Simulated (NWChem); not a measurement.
Program: NWChem. System: cyclohexane (C₆H₁₂), charge 0, spin multiplicity 1, at a geometry optimised with PBE0/def2-SVP. Level: RHF/def2-SVP.

Part of the output:

```
             Northwest Computational Chemistry Package (NWChem) 7.3.0
             --------------------------------------------------------

                                NWChem Input Module
                                -------------------

 Scaling coordinates for geometry "geometry" by  1.889725989
 (inverse scale =  0.529177249)

 Turning off AUTOSYM since
 SYMMETRY directive was detected!

                             Geometry "geometry" -> ""
                             -------------------------

 Output coordinates in angstroms (scale by  1.889725989 to convert to a.u.)

  No.       Tag          Charge          X              Y              Z
 ---- ---------------- ---------- -------------- -------------- --------------
    1 C                    6.0000     0.71337100    -0.27162100     1.26239400
    2 C                    6.0000    -0.71337100     0.27162100     1.26239400
    3 C                    6.0000    -1.46867000    -0.13702500     0.00000000
    4 C                    6.0000    -0.71337100     0.27162100    -1.26239400
    5 C                    6.0000     0.71337100    -0.27162100    -1.26239400
    6 C                    6.0000     1.46867000     0.13702500     0.00000000
    7 H                    1.0000     0.67996400    -1.37520400     1.32208900
    8 H                    1.0000     1.25422200     0.06873700     2.16083000
    9 H                    1.0000    -1.25422200    -0.06873700     2.16083000
   10 H                    1.0000    -0.67996400     1.37520400     1.32208900
   11 H                    1.0000    -1.60590600    -1.23418200     0.00000000
   12 H                    1.0000    -2.48112300     0.29944900     0.00000000
   13 H                    1.0000    -1.25422200    -0.06873700    -2.16083000
   14 H                    1.0000    -0.67996400     1.37520400    -1.32208900
   15 H                    1.0000     1.25422200     0.06873700    -2.16083000
   16 H                    1.0000     0.67996400    -1.37520400    -1.32208900
   17 H                    1.0000     1.60590600     1.23418200     0.00000000
   18 H                    1.0000     2.48112300    -0.29944900     0.00000000

 Effective nuclear repulsion energy (a.u.)     255.9147294062

            Nuclear Dipole moment (a.u.)
            ----------------------------
        X                 Y               Z
 ---------------- ---------------- ----------------
     0.0000000000     0.0000000000    -0.0000000000
[...]
  ----- ------------  ---------------      ----- ------------  ---------------
     4      0.247611   1 C  px               18     -0.247611   2 C  px
    46     -0.247611   4 C  px               60      0.247611   5 C  px
    32      0.213784   3 C  px               74     -0.213784   6 C  px
   110     -0.209579  12 H  s               140     -0.209579  18 H  s

 Vector   25  Occ=0.000000D+00  E= 1.708970D-01  Symmetry=ag
              MO Center=  1.3D-15, -7.5D-16, -6.6D-16, r^2= 9.5D+00
   Bfn.  Coefficient  Atom+Function         Bfn.  Coefficient  Atom+Function
  ----- ------------  ---------------      ----- ------------  ---------------
     3      0.822555   1 C  s                17      0.822555   2 C  s
    31      0.822434   3 C  s                45      0.822555   4 C  s
    59      0.822555   5 C  s                73      0.822434   6 C  s
    91     -0.642509   8 H  s                96     -0.642509   9 H  s
   111     -0.642535  12 H  s               116     -0.642509  13 H  s

 Vector   26  Occ=0.000000D+00  E= 1.948254D-01  Symmetry=bu
              MO Center=  3.5D-16,  9.7D-16,  6.9D-17, r^2= 7.7D+00
   Bfn.  Coefficient  Atom+Function         Bfn.  Coefficient  Atom+Function
  ----- ------------  ---------------      ----- ------------  ---------------
     3      0.857154   1 C  s                17     -0.857154   2 C  s
    31      0.856343   3 C  s                45     -0.857154   4 C  s
    59      0.857154   5 C  s                73     -0.856343   6 C  s
    86     -0.832057   7 H  s               101      0.832057  10 H  s
   106     -0.831684  11 H  s               121      0.832057  14 H  s

 Vector   27  Occ=0.000000D+00  E= 2.118610D-01  Symmetry=bu
              MO Center= -1.2D-15,  7.7D-17,  1.1D-15, r^2= 1.0D+01
   Bfn.  Coefficient  Atom+Function         Bfn.  Coefficient  Atom+Function
  ----- ------------  ---------------      ----- ------------  ---------------
    31      1.661244   3 C  s                73     -1.661244   6 C  s
   111     -1.115965  12 H  s               141      1.115965  18 H  s
     3     -0.830098   1 C  s                17      0.830098   2 C  s
    45      0.830098   4 C  s                59     -0.830098   5 C  s
   106     -0.775924  11 H  s               136      0.775924  17 H  s

 center of mass
 --------------
 x =   0.00000000 y =   0.00000000 z =  -0.00000000

 moments of inertia (a.u.)
 ------------------
         418.706828660542          19.268018150771          -0.000000000000
          19.268018150771         729.821120334847          -0.000000000000
          -0.000000000000          -0.000000000000         417.431585950647

  Mulliken analysis of the total density
  --------------------------------------

    Atom       Charge   Shell Charges
 -----------   ------   -------------------------------------------------------
    1 C    6     6.06   1.99  0.87  0.23  2.04  0.88  0.05
    2 C    6     6.06   1.99  0.87  0.23  2.04  0.88  0.05
    3 C    6     6.06   1.99  0.87  0.23  2.04  0.88  0.05
    4 C    6     6.06   1.99  0.87  0.23  2.04  0.88  0.05
    5 C    6     6.06   1.99  0.87  0.23  2.04  0.88  0.05
    6 C    6     6.06   1.99  0.87  0.23  2.04  0.88  0.05
    7 H    1     0.98   0.76  0.19  0.02
    8 H    1     0.97   0.76  0.18  0.02
    9 H    1     0.97   0.76  0.18  0.02
   10 H    1     0.98   0.76  0.19  0.02
   11 H    1     0.98   0.76  0.19  0.02
   12 H    1     0.97   0.76  0.18  0.02
   13 H    1     0.97   0.76  0.18  0.02
   14 H    1     0.98   0.76  0.19  0.02
   15 H    1     0.97   0.76  0.18  0.02
   16 H    1     0.98   0.76  0.19  0.02
   17 H    1     0.98   0.76  0.19  0.02
   18 H    1     0.97   0.76  0.18  0.02

       Multipole analysis of the density wrt the origin
       ------------------------------------------------

     L   x y z        total         open         nuclear
     -   - - -        -----         ----         -------
     0   0 0 0      0.000000      0.000000     48.000000

     1   1 0 0     -0.000000      0.000000      0.000000
     1   0 1 0      0.000000      0.000000      0.000000
     1   0 0 1     -0.000000      0.000000     -0.000000

     2   2 0 0    -30.552625      0.000000    227.508799
     2   1 1 0      0.031731      0.000000    -11.259398
     2   1 0 1      0.000000      0.000000      0.000000
     2   0 2 0    -30.037877      0.000000     45.728816
     2   0 1 1      0.000000      0.000000      0.000000
     2   0 0 2    -30.553578      0.000000    228.247251

 Task  times  cpu:        3.5s     wall:        3.5s

 Total times  cpu:        3.5s     wall:        3.5s
```

Task: Write an NWChem input that would produce this output.

Result: One answer among several that fit: 
```
start mol
memory heap 200 mb stack 900 mb global 1100 mb
geometry units angstroms nocenter noautoz
  C      0.713371    -0.271621     1.262394
  C     -0.713371     0.271621     1.262394
  C     -1.468670    -0.137025     0.000000
  C     -0.713371     0.271621    -1.262394
  C      0.713371    -0.271621    -1.262394
  C      1.468670     0.137025     0.000000
  H      0.679964    -1.375204     1.322089
  H      1.254222     0.068737     2.160830
  H     -1.254222    -0.068737     2.160830
  H     -0.679964     1.375204     1.322089
  H     -1.605906    -1.234182     0.000000
  H     -2.481123     0.299449     0.000000
  H     -1.254222    -0.068737    -2.160830
  H     -0.679964     1.375204    -1.322089
  H      1.254222     0.068737    -2.160830
  H      0.679964    -1.375204    -1.322089
  H      1.605906     1.234182     0.000000
  H      2.481123    -0.299449     0.000000
  symmetry group C2h
end
basis spherical
  * library def2-svp
end
scf
  rhf
  nopen 0
  maxiter 100
  thresh 1e-7
  semidirect memsize 60000000 filesize 0
end
task scf energy
```
